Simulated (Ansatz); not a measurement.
Reaction (silylene formation by 1,1-elimination): `NC[SiH2][GeH3]` → `N[CH2][GeH3]` + `[SiH2]`

Calculated with Ansatz (gas phase, PBE0-D4/def2-TZVP geometries, no zero-point term in ΔE). CCSD(T)/CBS is the MP2 limit (def2-TZVPP, def2-QZVPP) plus CCSD(T) − MP2 in def2-TZVPP, frozen cores. This one scheme is used for every species. Functionals use def2-TZVPP. B3LYP here is the variant with VWN-RPA as its local correlation; programs differ in this. For Ge outer-core shells are correlated without core-valence functions, which leaves a few kJ/mol of doubt a bond. Scalar relativity is left out up to krypton. Each species was taken in one conformer, which may not be the lowest.

`NC[SiH2][GeH3]`:

Z-matrix (Å, degrees):
```
C
Si 1 1.889
N 1 1.457 2 110.7
H 1 1.095 2 106.5 3 118.0
H 1 1.102 2 109.1 3 -127.7
Ge 2 2.382 1 110.6 3 58.3
H 2 1.490 1 109.4 3 177.7
H 2 1.487 1 110.5 3 -62.7
H 3 1.012 1 111.3 2 177.5
H 3 1.012 1 111.3 2 -63.2
H 6 1.538 2 111.7 1 -173.9
H 6 1.541 2 111.3 1 -53.6
H 6 1.540 2 110.8 1 65.7
```

`N[CH2][GeH3]`:

```xyz
10

N     0.812    0.859   -0.981
C     0.382   -0.434   -0.471
Ge   -0.701   -0.186    1.150
H     0.019    1.415   -1.274
H     1.415    0.752   -1.788
H    -0.183   -1.053   -1.184
H     1.263   -1.012   -0.178
H    -1.851    0.793    0.839
H     0.152    0.396    2.287
H    -1.308   -1.529    1.599
```

`[SiH2]`:

Z-matrix (Å, degrees):
```
Si
H 1 1.525
H 1 1.525 2 91.2
```

```
             level  ΔE (eV)  difference from CCSD(T)/CBS
            PBE-D4     2.86                         0.14
         r2SCAN-D4     2.98                         0.26
           PBE0-D4     2.92                         0.20
          B3LYP-D4     2.70                        -0.02
           ωB97X-V     2.82                         0.10
           ωB97M-V     2.67                        -0.05
            B2PLYP     2.65                        -0.07
               PBE     2.77                         0.05
            r2SCAN     2.95                         0.23
              PBE0     2.84                         0.12
             B3LYP     2.55                        -0.17
     HF/def2-TZVPP     2.43                        -0.29
    MP2/def2-TZVPP     2.80                         0.08
SCS-MP2/def2-TZVPP     2.65                        -0.07
   CCSD/def2-TZVPP     2.57                        -0.15
CCSD(T)/def2-TZVPP     2.63                        -0.09
     HF/def2-QZVPP     2.43                        -0.29
    MP2/def2-QZVPP     2.85                         0.13
SCS-MP2/def2-QZVPP     2.70                        -0.02
      HF/CBS(def2)     2.43                        -0.29
     MP2/CBS(def2)     2.89                         0.17
    CCSD/CBS(def2)     2.66                        -0.06
       CCSD(T)/CBS     2.72                            0
```

Largest T1 diagnostic among the species: 0.014.

In def2-TZVPP, CCSD(T) changes the Hartree–Fock value by +0.20 eV (the triples alone add +0.05 eV) and MP2 by +0.37 eV. The D4 term adds +0.15 eV with B3LYP and +0.08 eV with PBE0; it sums over pairs of atoms, weighted by their polarisabilities, and B3LYP, whose exchange is more repulsive, gets the larger term. From PBE to PBE0 (25 % exact exchange), in def2-TZVPP and without D4, ΔE moves by +0.07 eV.
